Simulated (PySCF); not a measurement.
(3R)-1-fluoro-3-methylcyclobutene (C5H7F), SMILES C[C@H]1C=C(F)C1. Coordinates come from a PBE-D3(BJ)/def2-SVP optimisation.

Computed equilibrium geometry at PBE-D3(BJ)/def2-SVP (PySCF confirms it by a frequency run) as bond lengths and angles:
Atoms: C1 C2 C3 C4 F5 C6 H7 H8 H9 H10 H11 H12 H13. Bonds (Å): C1–C2 1.525, C1–H7 1.110, C1–H8 1.109, C1–H9 1.110, C2–C3 1.530, C2–C6 1.579, C2–H10 1.113, C3–C4 1.348, C3–H11 1.098, C4–F5 1.334, C4–C6 1.502, C6–H12 1.110, C6–H13 1.110. Bond angles (°): C2–C1–H7 111.4, C2–C1–H8 111.0, C2–C1–H9 110.8, H7–C1–H8 107.6, H7–C1–H9 108.2, H8–C1–H9 107.6, C1–C2–C3 117.2, C1–C2–C6 116.2, C1–C2–H10 110.3, C3–C2–C6 87.3, C3–C2–H10 112.9, C6–C2–H10 111.2, C2–C3–C4 91.2, C2–C3–H11 133.4, C4–C3–H11 135.4, C3–C4–F5 133.6, C3–C4–C6 97.6, F5–C4–C6 128.8, C2–C6–C4 83.9, C2–C6–H12 115.5, C2–C6–H13 114.4, C4–C6–H12 116.2, C4–C6–H13 116.0, H12–C6–H13 109.1.
Charge 0, spin multiplicity 1.
